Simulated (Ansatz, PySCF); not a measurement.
This PySCF input computes a BLYP/def2-TZVPD energy:

```python
from pyscf import gto, scf, dft

mol = gto.M(
    atom='''
    Li   -1.02562525   -0.63876841   -0.86919036
    O     0.28597198    0.13039418    0.24605443
    H     0.78909988    0.87315175    0.63913559
    ''',
    basis='def2-tzvpd',
    charge=1,
    spin=1,
    verbose=4,
)

mf = dft.UKS(mol, xc='blyp').density_fit(auxbasis='def2-universal-jkfit')
mf.grids.level = 3
mf.conv_tol = 1e-9
mf.max_cycle = 100
mf.max_memory = 1500
mf.kernel()
if not mf.converged:
    mf = mf.newton()
    mf.kernel(mf.make_rdm1())
for _ in range(2):
    mo, _, stable, _ = mf.stability(return_status=True)
    if stable:
        break
    mf.kernel(mf.make_rdm1(mo, mf.mo_occ))
mf.analyze()
```

Question: Write an input for the same energy in Ansatz (a first-principles code) and say what it gives.

Answer: 
Ansatz 0.2 input:
```yaml
crystal:
  periodic: [false, false, false]
  atoms:
    - {symbol: Li, position_ang: [-1.02562525, -0.63876841, -0.86919036]}
    - {symbol: O, position_ang: [0.28597198, 0.13039418, 0.24605443]}
    - {symbol: H, position_ang: [0.78909988, 0.87315175, 0.63913559]}
basis:
  gaussian:
    orbitals: def2-TZVPD
hamiltonian:
  xc: {name: BLYP}
total_charge: 1
magnetization: {spin_polarized: true, initial_magnetization: 1}
output: {forces: true}
```
It gives -83.07395 Eh, and PySCF -83.07399 Eh, a difference of 0.04 mEh, from the treatment of integrals and grids.
